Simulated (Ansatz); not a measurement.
AgF₄, that is [AgF4]- with one electron fewer. The state is a doublet with charge 0. Geometry PBE0-D4/def2-SVPD, that of the charge -1 singlet; atoms count from 1.

```xyz
5

Ag    0.000    0.000    0.000
F     1.459    0.896    0.867
F    -0.075    1.395   -1.315
F    -1.459   -0.896   -0.867
F     0.075   -1.395    1.315
```

In the def2 sets Ag takes a core potential; there is no spin–orbit coupling.

Estimate the Mulliken populations from the PBE0/def2-TZVPD orbitals of Ansatz.


| atom | charge (e) | spin (α − β) | d electrons |
| --- | --- | --- | --- |
| Ag1 | 1.45 | 0.21 | 8.91 |
| F2 | -0.27 | 0.40 | – |
| F3 | -0.45 | 0.00 | – |
| F4 | -0.27 | 0.40 | – |
| F5 | -0.45 | 0.00 | – |
Mulliken values depend strongly on the basis. With diffuse functions, as here, like atoms can get unlike values, and bond orders can come out too low or too high.

Where does the spin sit?

Summed by element: Ag 0.21, F 0.79, of 1 unpaired in all. Largest on single atoms: F4 0.40, F2 0.40, Ag1 0.21.

And the Mayer bond orders between heavy atoms (over 0.3)?

Ag1–F2 0.57 (1.92 Å); Ag1–F3 0.49 (1.92 Å); Ag1–F4 0.57 (1.92 Å); Ag1–F5 0.49 (1.92 Å).
